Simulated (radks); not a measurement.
Neutral hafnium inside a hard spherical wall (all orbitals vanish at R), configuration held at [Xe] 4f14 5d2 6s2 and not refilled when levels cross. Calculated with a radial shooting solver on a logarithmic mesh with Libxc functionals: scalar-relativistic Kohn-Sham, r2SCAN, spin-polarised, spherical densities, finite nucleus; open shells are filled with parallel spins first (spin-orbit coupling, left out, can overturn this in heavy ions); meta-GGA in the generalised Kohn-Sham scheme; Fermi nuclear charge, rms radius 5.347 fm. Eigenvalues in eV for spin up, with the zero of energy where the potential of the charges vanishes at infinity; a dash marks a level that is unbound or too diffuse for the functional's potential to be trusted. A positive occupied level is held by the wall or, in an anion where self-interaction has pushed it up, behind a barrier. The pressure on the wall is -dE/dV.

R (bohr)	E (hartree)	kinetic (hartree)	e(5p)	e(4f)	e(6s)	e(5d)	e(6p, empty)	e(7s, empty)	pressure (GPa)
free	-15077.7751	16516.155	-37.109	-17.008	-5.601	-3.177	-1.423	-	0
15	-15077.7751	16516.156	-37.108	-17.007	-5.601	-3.176	-1.418	0.517	< 0.0001
10	-15077.7742	16516.165	-37.038	-16.936	-5.551	-3.116	-1.269	2.299	0.0229
7	-15077.7506	16516.324	-36.186	-16.057	-4.875	-2.379	0.044	8.545	1.26
6	-15077.7018	16516.579	-35.133	-14.950	-3.873	-1.442	1.770	14.725	5.18
5	-15077.5525	16517.225	-33.104	-12.762	-1.377	0.515	5.791	27.207	23.3
3.5	-15076.3978	16521.545	-25.883	-4.422	13.757	9.265	27.582	83.351	357
1.5	-15015.3578	16719.272	116.24	115.97	421.05	193.35	482.64	953.48	180000
